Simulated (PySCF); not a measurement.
Cs (caesium, neutral) across methods

[Xe] 5d1, 2D determinant (an excited configuration). All numbers are calculated (PySCF 2.14, the spin-free X2C one-electron Hamiltonian (Gaussian nucleus), in aug-cc-pVQZ-X2C (10s9p7d4f2g, 118 functions)).

```csv
method,E (hartree),mean ε 5p α (eV),mean ε 5p β (eV),mean ε 5d α (eV),Σ⟨r²⟩ (bohr²),⟨S²⟩
UHF,-7783.04018,-19.172,-19.039,-1.787,122.4,0.751
LDA,-7779.21,-13.660,-13.544,-0.883,99.65,0.750
B3LYP,-7786.17,-14.751,-14.637,-1.192,101.9,0.750
PBE0,-7785.73,-15.105,-14.956,-1.237,101.0,0.750
PBE,-7785.64,-13.594,-13.468,-0.947,101.3,0.750
TPSSh,-7785.76,-14.358,-14.222,-0.996,101.9,0.750
```

Estimate the same row for r2SCAN.

E (hartree) = -7786.08; mean ε 5p α (eV) = -13.940; mean ε 5p β (eV) = -13.814; mean ε 5d α (eV) = -0.866; Σ⟨r²⟩ (bohr²) = 98.55; ⟨S²⟩ = 0.751.

Spin-orbit coupling, absent here, splits the open shell strongly.
